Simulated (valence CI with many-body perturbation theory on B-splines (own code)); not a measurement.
Forbidden lines of Yb29+

Level of theory: valence CI with perturbative core correlation (CI+MBPT): five valence electrons over a frozen Dirac-Fock core [Kr], a basis of 7 s, 7 p, 8 d, 6 f, 4 g, 1 h functions for each j, with the one-electron correlation potential Σ1 (screened to all orders), the two-electron term Σ2, the three-electron term Σ3, Breit, model QED; selected single and double excitations, second order for the rest, scaled by the run's own slope (own B-spline code, finite nucleus).

No measured spectrum was set against this ion. As an estimate, large intervals hold to a few tenths of a per cent, small ones and those within an open d or f shell to about a per cent. The list stops below the first excitations out of the core.

Lines 1 to 50 of 120 in falling wavelength, among levels below 905850 cm⁻¹, chosen from the decays that carry over 1 % of a level's rate. Wavelengths and rates use the calculated energies. Electric multipoles are in the length gauge, E1 and E2 with the static RPA response of the core. Weak lines are less certain than strong ones. Lines between different terms over intervals too small for the method are left out, as are lines whose strength nearly cancels. Where a level lies close to another of its J and parity, the split of strength between their lines is uncertain. Branching is blank where the lifetime is uncertain.

Levels are named by their leading jj configuration (3d3/2^4 stands for four electrons in 3d with j = 3/2), which in mixed levels can hold well under half, so a name can repeat and another be missing. Letters in brackets count levels of one name in rising energy.

| λ vac (Å) | Upper | Lower | Type | A (s⁻¹) | Branch % |
| --- | --- | --- | --- | --- | --- |
| 14590 | (4d3/2^3 4d5/2^2) J=11/2 | (4d3/2^3 4d5/2^2) J=7/2 [a] | E2 | 2.33e-07 |  |
| 9964 | (4d3/2^3 4d5/2^2) J=9/2 | (4d3/2^3 4d5/2^2) J=11/2 | M1 | 1.14e+01 | 14.9 |
| 6314 | (4d3/2^3 4d5/2^2) J=7/2 [b] | (4d3/2^3 4d5/2^2) J=5/2 [b] | M1 | 3.36e+01 | 3.8 |
| 6213 | (4d3/2^2 4d5/2^3) J=13/2 | (4d3/2^2 4d5/2^3) J=11/2 | M1 | 2.78e+01 | 1.0 |
| 5921 | (4d3/2^3 4d5/2^2) J=9/2 | (4d3/2^3 4d5/2^2) J=7/2 [a] | M1 | 6.30e+01 | 82.2 |
| 5183 | (4d3/2^3 4d5/2^2) J=5/2 [b] | (4d3/2^3 4d5/2^2) J=3/2 [a] | M1 | 7.60e+01 | 2.5 |
| 4026 | (4d3/2^3 4d5/2^2) J=1/2 | (4d3/2^3 4d5/2^2) J=3/2 [a] | M1 | 4.64e+02 | 98.5 |
| 3242 | (4d3/2^2 4d5/2^3) J=1/2 [a] | (4d3/2^3 4d5/2^2) J=3/2 [b] | M1 | 3.32e+02 | 1.4 |
| 2942 | (4d3/2^3 4d5/2^2) J=7/2 [a] | (4d3/2^3 4d5/2^2) J=5/2 [a] | M1 | 4.81e+02 | 6.1 |
| 2598 | (4d3/2^3 4d5/2^2) J=7/2 [b] | (4d3/2^3 4d5/2^2) J=7/2 [a] | M1 | 1.64e+02 | 18.6 |
| 2479 | (4d3/2^2 4d5/2^3) J=3/2 [a] | (4d3/2^2 4d5/2^3) J=5/2 [a] | M1 | 4.26e+02 | 1.0 |
| 2408 | (4d3/2^2 4d5/2^3) J=5/2 [b] | (4d3/2^3 4d5/2^2) J=3/2 [b] | M1 | 4.75e+02 | 2.2 |
| 2222 | (4d3/2^3 4d5/2^2) J=3/2 [b] | (4d3/2^3 4d5/2^2) J=1/2 | M1 | 1.38e+02 | 2.9 |
| 2129 | (4d3/2^2 4d5/2^3) J=1/2 [b] | (4d3/2^2 4d5/2^3) J=3/2 [a] | M1 | 8.96e+02 | 3.5 |
| 2089 | (4d3/2^2 4d5/2^3) J=7/2 [b] | (4d3/2^2 4d5/2^3) J=7/2 [a] | M1 | 3.18e+02 | 4.1 |
| 2067 | (4d3/2^2 4d5/2^3) J=9/2 [c] | (4d3/2^2 4d5/2^3) J=9/2 [b] | M1 | 9.37e+02 | 8.8 |
| 1978 | (4d3/2^3 4d5/2^2) J=3/2 [b] | (4d3/2^3 4d5/2^2) J=5/2 [b] | M1 | 3.42e+02 | 7.3 |
| 1765 | (4d3/2^3 4d5/2^2) J=5/2 [b] | (4d3/2^3 4d5/2^2) J=5/2 [a] | M1 | 2.81e+03 | 92.5 |
| 1667 | (4d3/2^2 4d5/2^3) J=9/2 [a] | (4d3/2^3 4d5/2^2) J=7/2 [b] | M1 | 1.41e+03 | 11.1 |
| 1615 | (4d3/2^2 4d5/2^3) J=3/2 [c] | (4d3/2^2 4d5/2^3) J=1/2 [b] | M1 | 5.93e+02 | 2.6 |
| 1514 | (4d3/2^2 4d5/2^3) J=7/2 [a] | (4d3/2^3 4d5/2^2) J=5/2 [b] | M1 | 2.91e+03 | 15.7 |
| 1495 | (4d3/2^2 4d5/2^3) J=5/2 [c] | (4d3/2^3 4d5/2^2) J=3/2 [b] | M1 | 3.58e+03 | 12.5 |
| 1432 | (4d3/2^3 4d5/2^2) J=3/2 [b] | (4d3/2^3 4d5/2^2) J=3/2 [a] | M1 | 8.47e+02 | 18.1 |
| 1425 | (4d3/2^3 4d5/2^2) J=5/2 [a] | (4d3/2^4 4d5/2) J=5/2 | M1 | 1.34e+04 | 100.0 |
| 1421 | (4d3/2^2 4d5/2^3) J=5/2 [a] | (4d3/2^3 4d5/2^2) J=7/2 [a] | M1 | 2.97e+03 | 7.9 |
| 1393 | (4d3/2^2 4d5/2^3) J=7/2 [a] | (4d3/2^3 4d5/2^2) J=9/2 | M1 | 4.39e+03 | 23.7 |
| 1372 | (4d3/2^2 4d5/2^3) J=3/2 [b] | (4d3/2^3 4d5/2^2) J=3/2 [b] | M1 | 1.36e+02 | 1.2 |
| 1350 | (4d3/2 4d5/2^4) J=7/2 [a] | (4d3/2^2 4d5/2^3) J=5/2 [c] | M1 | 2.44e+03 | 5.2 |
| 1320 | (4d3/2^2 4d5/2^3) J=3/2 [b] | (4d3/2^2 4d5/2^3) J=5/2 [a] | M1 | 7.51e+02 | 6.3 |
| 1318 | (4d3/2^2 4d5/2^3) J=1/2 [a] | (4d3/2^3 4d5/2^2) J=1/2 | M1 | 8.73e+03 | 37.5 |
| 1311 | (4d3/2^2 4d5/2^3) J=5/2 [b] | (4d3/2^3 4d5/2^2) J=7/2 [b] | M1 | 2.12e+03 | 9.8 |
| 1305 | (4d3/2^2 4d5/2^3) J=11/2 | (4d3/2^3 4d5/2^2) J=9/2 | M1 | 1.91e+03 | 14.7 |
| 1257 | (4d3/2 4d5/2^4) J=5/2 [a] | (4d3/2^2 4d5/2^3) J=3/2 [a] | M1 | 3.49e+03 | 5.0 |
| 1213 | (4d3/2 4d5/2^4) J=7/2 [a] | (4d3/2^2 4d5/2^3) J=9/2 [b] | M1 | 2.75e+03 | 5.8 |
| 1212 | (4d3/2^2 4d5/2^3) J=3/2 [a] | (4d3/2^3 4d5/2^2) J=1/2 | M1 | 1.32e+03 | 3.2 |
| 1154 | (4d3/2^2 4d5/2^3) J=9/2 [c] | (4d3/2^2 4d5/2^3) J=11/2 | M1 | 2.07e+02 | 2.0 |
| 1154 | (4d3/2^2 4d5/2^3) J=11/2 | (4d3/2^3 4d5/2^2) J=11/2 | M1 | 1.11e+04 | 85.3 |
| 1136 | (4d3/2^2 4d5/2^3) J=3/2 [a] | (4d3/2^3 4d5/2^2) J=5/2 [b] | M1 | 5.55e+03 | 13.3 |
| 1129 | (4d3/2^2 4d5/2^3) J=7/2 [c] | (4d3/2^2 4d5/2^3) J=5/2 [a] | M1 | 2.46e+02 | 1.4 |
| 1128 | (4d3/2^2 4d5/2^3) J=7/2 [a] | (4d3/2^3 4d5/2^2) J=7/2 [a] | M1 | 6.61e+03 | 35.7 |
| 1107 | (4d3/2 4d5/2^4) J=11/2 | (4d3/2^2 4d5/2^3) J=9/2 [b] | M1 | 2.78e+03 | 6.9 |
| 1091 | (4d3/2^2 4d5/2^3) J=9/2 [a] | (4d3/2^3 4d5/2^2) J=11/2 | M1 | 4.41e+03 | 34.9 |
| 1086 | (4d3/2^2 4d5/2^3) J=5/2 [b] | (4d3/2^3 4d5/2^2) J=5/2 [b] | M1 | 9.51e+03 | 43.9 |
| 1072 | (4d3/2^2 4d5/2^3) J=9/2 [b] | (4d3/2^3 4d5/2^2) J=7/2 [b] | M1 | 2.37e+03 | 7.9 |
| 1020 | (4d3/2^2 4d5/2^3) J=7/2 [b] | (4d3/2^3 4d5/2^2) J=7/2 [b] | M1 | 2.36e+03 | 30.2 |
| 1015 | (4d3/2^2 4d5/2^3) J=9/2 [a] | (4d3/2^3 4d5/2^2) J=7/2 [a] | M1 | 6.71e+03 | 53.1 |
| 1006 | (4d3/2 4d5/2^4) J=7/2 [a] | (4d3/2^2 4d5/2^3) J=5/2 [b] | M1 | 7.58e+03 | 16.0 |
| 993.1 | (4d3/2^2 4d5/2^3) J=1/2 [a] | (4d3/2^3 4d5/2^2) J=3/2 [a] | M1 | 1.42e+04 | 61.0 |
| 984.5 | (4d3/2 4d5/2^4) J=5/2 [a] | (4d3/2^2 4d5/2^3) J=7/2 [a] | M1 | 1.22e+04 | 17.6 |
| 984.0 | (4d3/2^2 4d5/2^3) J=5/2 [c] | (4d3/2^3 4d5/2^2) J=7/2 [b] | M1 | 7.43e+03 | 25.8 |
